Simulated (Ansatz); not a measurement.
Calculated with Ansatz (gas phase, PBE0-D4/def2-TZVP geometries, no zero-point term in ΔE). CCSD(T)/CBS is the MP2 limit (def2-TZVPP, def2-QZVPP) plus CCSD(T) − MP2 in def2-TZVPP, frozen cores. This one scheme is used for every species. DFT in def2-TZVPP. For Ga outer-core shells are correlated without core-valence functions, which leaves a few kJ/mol of doubt a bond. Scalar relativity is left out up to krypton. Each species was taken in one conformer, which may not be the lowest.

`F[CH](Cl)[GaH][Cl]` + H₂S → `[SH][GaH][Cl]` + `FCCl`  (ligand exchange at a Ga–C bond)

`F[CH](Cl)[GaH][Cl]`:

Cartesian coordinates in Å:
```
F 1.477 -0.555 -1.085
C 0.916 0.167 -0.086
Cl 1.187 -0.676 1.492
Ga -1.075 0.189 -0.029
Cl -2.003 -1.431 -1.066
H 1.446 1.116 0.000
H -1.948 1.190 0.773
```

H₂S:

Cartesian coordinates in Å:
```
S 0.216 0.478 -0.329
H -0.198 0.334 0.939
H -0.018 -0.812 -0.609
```

`[SH][GaH][Cl]`:

Cartesian coordinates in Å:
```
S -1.559 -0.130 0.543
Ga 0.484 0.208 -0.155
Cl 1.052 2.270 -0.196
H -1.469 -1.464 0.406
H 1.492 -0.884 -0.598
```

`FCCl`:

Z-matrix (Å, degrees):
```
C
F 1 1.355
Cl 1 1.766 2 110.5
H 1 1.089 2 109.3 3 -118.4
H 1 1.089 2 109.3 3 118.4
```

| level | ΔE (kJ/mol) | difference from CCSD(T)/CBS |
| --- | --- | --- |
| BLYP-D4 | -113.7 | 7.7 |
| r2SCAN-D4 | -122.2 | -0.8 |
| B97M-V | -124.5 | -3.1 |
| PBE0-D4 | -124.2 | -2.8 |
| B2PLYP | -125.3 | -3.9 |
| revPBE | -121.3 | 0.1 |
| r2SCAN0 | -128.5 | -7.1 |
| BHLYP | -131.5 | -10.1 |
| LC-ωPBE | -124.4 | -3.0 |
| HF/def2-SVP | -134.6 | -13.2 |
| CCSD(T)/CBS | -121.4 | 0 |

Largest T1 diagnostic among the species: 0.012.

Leaving LDA and LC-ωPBE aside and taking each functional with its dispersion term where it has one, the values, not all of them listed here, spread over 15.7 kJ/mol, from PBE-QIDH to BLYP-D4. LDA lies +4.8 kJ/mol from PBE without D4. From BLYP to BHLYP (50 % exact exchange), in def2-TZVPP and without D4, ΔE moves by −12.3 kJ/mol. The D4 term adds +4.4 kJ/mol with B3LYP and +2.5 kJ/mol with PBE0; it sums over pairs of atoms, weighted by their polarisabilities, and B3LYP, whose exchange is more repulsive, gets the larger term.

CCSD(T)/CBS has its own doubt, a few kJ/mol and more with outer-core shells, so smaller differences from it don't rank the levels.

B3LYP here is the variant with VWN-RPA as its local correlation; programs differ in this.
